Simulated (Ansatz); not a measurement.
Consider the ligand exchange at the Si–S bond: `O[SiH](O)S[SiH3]` + `O[Si]F` → `F[Si]O[SiH3]` + `O[SiH](O)S`.

Computed with Ansatz on PBE0-D4/def2-TZVP structures; ΔE is electronic, products minus reactants. CCSD(T)/CBS adds triple-zeta CCSD(T) − MP2 to the extrapolated MP2 energy (def2 sets, frozen cores). This one scheme is used for every species. DFT in def2-TZVPP. One conformer a species, not always the lowest.

(1) Is it downhill or uphill in electronic energy at CCSD(T)/CBS, and by how much? (Estimate.)

(2) What do these levels give: PBE-D4, CAM-B3LYP-D4, r2SCAN, MP2/def2-SVP, MP2/def2-QZVPP, CCSD/CBS(def2)? (An estimate is asked.)

Largest T1 diagnostic among the species: 0.015.

Answers

(1) Computed: Downhill: ΔE = -0.34 eV.

(2) The calculation gave: PBE-D4 -0.19, CAM-B3LYP-D4 -0.43, r2SCAN -0.30, MP2/def2-SVP -0.37, MP2/def2-QZVPP -0.32, CCSD/CBS(def2) -0.38 eV.

In def2-TZVPP, CCSD(T) changes the Hartree–Fock value by +0.20 eV (the triples alone add +0.04 eV) and MP2 by +0.24 eV. From BLYP to BHLYP (50 % exact exchange), in def2-TZVPP and without D4, ΔE moves by −0.07 eV. At CCSD(T), def2-SVP lies −0.05 eV from the extrapolated value and def2-TZVPP −0.03 eV.
